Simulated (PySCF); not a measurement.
C5H7F, SMILES C=C1CC(F)C1.

The structure is a stationary point at B3LYP-D3(BJ)/def2-SVP.

Method: B3LYP-D3(BJ)/def2-SVP run with PySCF 2.14.0.

Harmonic, unscaled wavenumbers; measured fundamentals usually lie a few per cent lower.

```tsv
mode	ν (cm⁻¹)	IR (km/mol)	moving atoms (share of kinetic energy)
1	96	1.2	C 54 %, H 23 %, F 23 %
2	293	2.4	C 49 %, F 26 %, H 25 %
3	363	10.2	C 57 %, H 25 %, F 17 %
4	433	1.7	C 47 %, H 39 %, F 14 %
5	465	4.1	H 51 %, C 29 %, F 20 %
6	617	3.1	C 63 %, H 20 %, F 17 %
7	649	0.0	H 95 %
8	790	0.2	C 56 %, H 38 %
9	833	0.6	H 77 %, C 23 %
10	904	0.1	H 54 %, C 46 %
11	912	32.0	H 74 %, C 26 %
12	961	10.1	C 76 %, H 20 %
13	998	5.8	H 59 %, C 41 %
14	1048	9.2	C 59 %, H 38 %
15	1056	2.4	H 65 %, C 34 %
16	1125	74.0	C 43 %, H 42 %, F 15 %
17	1196	0.0	H 54 %, C 46 %
18	1205	34.3	H 58 %, C 35 %
19	1212	1.6	H 55 %, C 45 %
20	1244	11.4	H 63 %, C 35 %
21	1292	7.2	H 53 %, C 46 %
22	1390	37.8	H 73 %, C 26 %
23	1420	1.0	H 87 %, C 13 %
24	1421	9.1	H 91 %, C 9 %
25	1454	15.5	H 83 %, C 16 %
26	1775	15.1	C 94 %
27	3040	14.8	H 95 %
28	3046	6.4	H 94 %
29	3069	27.5	H 92 %, C 8 %
30	3114	16.2	H 90 %, C 10 %
31	3115	18.1	H 90 %, C 10 %
32	3133	5.1	H 95 %
33	3227	6.9	H 89 %, C 11 %
```
